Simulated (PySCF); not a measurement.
**MgI: from constants to spectrum**

UHF-CCSD(T) constants of MgI, ²Σ⁺ (doublet), unpaired electrons σ ↑ (PySCF, spin-free X2C with a Gaussian nucleus, basis sets Mg x2c-SVPall, I x2c-SVPall; masses 23.9850 and 126.9045 u):

```
ωe              : 317.9 cm⁻¹
ωexe            : 0.994 cm⁻¹
Be              : 0.12207 cm⁻¹
αe              : 0.000553 cm⁻¹
D (centrifugal) : 7.2e-08 cm⁻¹
De to Mg + I    : 2.04 eV
```

Task: Give the vibrational terms G(v) and spacings up to v = 6.

Result: G(v) = ωe(v+½) − ωexe(v+½)².

| v | G(v) (cm⁻¹) | G(v) − G(v−1) | Bv (cm⁻¹) |
| --- | --- | --- | --- |
| 0 | 158.7 |  | 0.1218 |
| 1 | 474.6 | 315.9 | 0.1212 |
| 2 | 788.5 | 313.9 | 0.1207 |
| 3 | 1100.5 | 311.9 | 0.1201 |
| 4 | 1410.4 | 309.9 | 0.1196 |
| 5 | 1718.4 | 308.0 | 0.1190 |
| 6 | 2024.4 | 306.0 | 0.1185 |

Task: How well does the Morse estimate ωe²/(4ωexe) reproduce De, and what is D0?

Result: It gives 3.15 eV, 154 % of the computed De. D0 = De − G(0) = 2.04 − 0.02 = 2.02 eV.

Correlated steps freeze 19 core orbitals. Correlated levels converge slowly with the basis: in double zeta they bind strong bonds too weakly, by up to about 1 eV, and carry superposition errors of some tenths. These are scalar-relativistic numbers at best; spin–orbit coupling would shift them, the dissociation energy most. The state is the lowest determinant that a PBE0 search found; another state may lie lower at other levels.
